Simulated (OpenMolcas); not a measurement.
An atom or ion with 57 electrons was computed by SS-CASPT2, IPEA 0.25 Eh, imaginary shift 0.1 Eh with spin-orbit coupling (OpenMolcas, ANO-RCC-VQZP, DKH2). The lowest levels that the run gave, each within 12 % of the measured value where one is at hand:

| J | Parity | E (cm-1) | g |
| --- | --- | --- | --- |
| 9/2 | odd | 0.0 | 0.733 |
| 11/2 | odd | 2040 | 0.966 |
| 13/2 | odd | 4200 | 1.107 |
| 15/2 | odd | 6460 | 1.199 |
| 9/2 | odd | 13030 | 0.961 |
| 3/2 | odd | 13040 | 0.433 |
| 5/2 | odd | 14180 | 1.032 |
| 3/2 | odd | 14740 | 1.952 |
| 7/2 | odd | 15160 | 1.200 |
| 9/2 | odd | 16320 | 1.261 |
| 11/2 | odd | 16360 | 1.094 |
| 7/2 | odd | 18660 | 0.935 |

Task: Which ion is it, and what are the configurations and terms?

Result: Nd3+ (Z = 60, charge +3; active space 3 electrons in 7 orbitals (4f)). J, parity and g give the terms where levels are pure, and mixed ones are named by the computed weights; the size of the splittings, set against known spectra of the 57-electron sequence, gives the charge. In order, with the measured energies in cm-1 (the list in Arab et al., J. Quant. Spectrosc. Radiat. Transfer 229, 145 (2019) and Gaigalas et al. (2019), from Wyart et al. (2007)): 4f3 4I* 9/2, 4f3 4I* 11/2 (1897), 4f3 4I* 13/2 (3907), 4f3 4I* 15/2 (5989), 4f3 2H* 9/2(1) [75 %] (12800), 4f3 4F* 3/2 (11698), 4f3 4F* 5/2 (12748), 4f3 4S* 3/2 (13792), 4f3 4F* 7/2 (13720), 4f3 4F* 9/2 (14995), 4f3 2H* 11/2(1) (16162), 4f3 2G* 7/2(1) (17655).

CASPT2 breaks the degeneracy within a term, and the mean is taken; among the terms shown or strongly mixed into the levels shown the widest spread is 510 cm-1 (4f3 4G*). High states are left out of the spin-orbit mixing, which shifts the levels that they would mix with. Some levels mix across a computed gap that differs much from the measured one, so their mixing is not that of the real levels. Measured partners are found by configuration, term and J. A level has none where our copy of the source lacks it or the pairing is in doubt (some pairs that miss far off the trend of their configuration count as doubtful), and it then counts in no deviation. Only configurations of the active space appear.

A share in square brackets marks a mixed level and gives the weight of the term that names it. A number in round brackets counts repeated terms of one configuration in the order of the reference energies. * marks odd parity.
